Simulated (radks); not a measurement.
Initial-state core-level shifts of neutral tantalum when its valence configuration changes from [Xe] 4f14 5d3 6s2. All-electron calculation, scalar-relativistic Kohn-Sham, BLYP, spin-polarised, spherical densities, point nucleus; open shells are filled with parallel spins first (spin-orbit coupling, left out, can overturn this in heavy ions). Program: a radial shooting solver on a logarithmic mesh with Libxc functionals. Shifts are changes of the shell-averaged eigenvalues in eV (positive: less bound).

[
 {"valence": "4f13 5d4 6s2", "3s": "-10.738", "3p": "-10.716", "3d": "-10.595", "4p": "-9.558"},
 {"valence": "4f14 5d4 6s1", "3s": "+1.948", "3p": "+1.948", "3d": "+1.955", "4p": "+1.954"},
 {"valence": "4f14 5d3 6s1 6p1", "3s": "-1.355", "3p": "-1.355", "3d": "-1.354", "4p": "-1.359"},
 {"valence": "4f14 5d2 6s2 6p1", "3s": "-3.802", "3p": "-3.802", "3d": "-3.812", "4p": "-3.809"},
 {"valence": "4f14 5d2.5 6s2 6p0.5", "3s": "-1.866", "3p": "-1.866", "3d": "-1.871", "4p": "-1.870"},
 {"valence": "4f13.5 5d3 6s1 6p1.5", "3s": "-8.505", "3p": "-8.494", "3d": "-8.440", "4p": "-7.962"},
 {"valence": "4f13 5d3 6s2 6p1", "3s": "-14.861", "3p": "-14.838", "3d": "-14.729", "4p": "-13.677"},
 {"valence": "4f13 5d5 6s1", "3s": "-8.417", "3p": "-8.395", "3d": "-8.266", "4p": "-7.236"},
 {"valence": "4f13.5 5d3 6s2 6p0.5", "3s": "-7.220", "3p": "-7.210", "3d": "-7.156", "4p": "-6.673"}
]
